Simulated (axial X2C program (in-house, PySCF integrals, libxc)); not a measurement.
## Correcting the dissociation energy of SiSe for spin–orbit coupling

A spin-free CCSD(T) curve (one-electron X2C) was computed with an axial X2C code built on PySCF integrals, basis Se dyall-cv3z [8s9p6d4f1g], Si dyall-v3z [8s7p2d1f] (cores contracted in-house), for the state M_S = 0, Λ = 0 (closed shell). It gives D0 = 5.276 eV to Se + Si, which in a spin-free picture are the weighted means of the ground terms.

Correlated methods: 10 electrons correlated (number of frozen shells: Se 3 s, 2 p, 1 d; Si 2 s, 1 p), 184 virtual spin orbitals or spinors in MP2, 88 natural virtuals in coupled cluster.

Measured levels of the ground terms (NIST Handbook of Basic Atomic Spectroscopic Data), in cm⁻¹: Se 3P: J = 2 at 0, J = 1 at 1989.5, J = 0 at 2534.4; Si 3P: J = 0 at 0, J = 1 at 77.1, J = 2 at 223.2.

The molecular state has Λ = 0, so it has no first-order lowering.

(1) How far does each ground level lie under the (2J+1)-weighted mean of its term?

(2) Correct D0.

Second-order spin–orbit effects in the molecule, which grow quickly with Z, are left out. The state is a single determinant with fixed occupations, the lowest that a limited PBE0 search found. De is counted from the lowest determinant-based energies of the atoms at the same level, without counterpoise correction. Coupled cluster ran in a truncated set of natural virtual spinors; the MP2 energy of the rest was added. (T) has no such correction and the atoms are truncated less, which lowers De at CCSD(T) by a hundredth of an eV or more.

Results:

(1) Se: (5 × 0 + 3 × 1989.5 + 1 × 2534.4)/9 = 945 cm⁻¹; Si: (1 × 0 + 3 × 77.1 + 5 × 223.2)/9 = 150 cm⁻¹.

(2) D0 = 5.276 + (0 − 1095)/8065.5 = 5.140 eV at CCSD(T) with these spin–orbit terms.
